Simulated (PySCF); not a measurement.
ClTl, charge +1, doublet, at the geometry of the source list (a state made from the parent by changing its charge; the spin is typed, not shown lowest) (core potentials on Tl). Base run: DF-B3LYP/def2-TZVP in PySCF.

The PySCF input:
```python
from pyscf import gto, scf, dft

mol = gto.M(
    atom='''
Tl   -0.79390000   -0.70110000   -0.74560000
Cl    0.79390000    0.70110000    0.74560000
''',
    basis='def2-tzvp',
    ecp={'Tl': 'def2-tzvp'},
    charge=1,
    spin=1,
    verbose=4,
)

mf = dft.UKS(mol)
mf.xc = 'b3lyp'
mf = mf.density_fit(auxbasis='def2-universal-jkfit')
mf.kernel()
mf.analyze()
```

The base run was repeated with changes; each row names its change, and settings that it needs were set with it.

```csv
change,basis functions,E (Eh),HOMO (eV)
base,87,-632.52196,-14.33
basis = LANL2DZ,26,-66.27735,-13.96
basis = def2-SVP,44,-632.36035,-14.29
basis = def2-SV(P),44,-632.36035,-14.29
basis = def2-SVPD,(withheld),(withheld),(withheld)
basis = def2-TZVPP,(withheld),(withheld),-14.33
basis = def2-TZVPD,102,-632.52240,-14.33
basis = def2-QZVPP,152,-632.53729,-14.32
basis = def2-QZVP,152,-632.53729,-14.32
```

What belongs in the gaps?


- basis = def2-SVPD, basis functions: 59
- basis = def2-SVPD, E (Eh): -632.36446
- basis = def2-SVPD, HOMO (eV): -14.36
- basis = def2-TZVPP, basis functions: 92
- basis = def2-TZVPP, E (Eh): -632.52202

Totals compare only among sets that treat the same electrons; sets with core potentials leave the core out.

Open shells are given as the SCF converged; they aren't shown to be the lowest states, and a large step between rows can be another state.
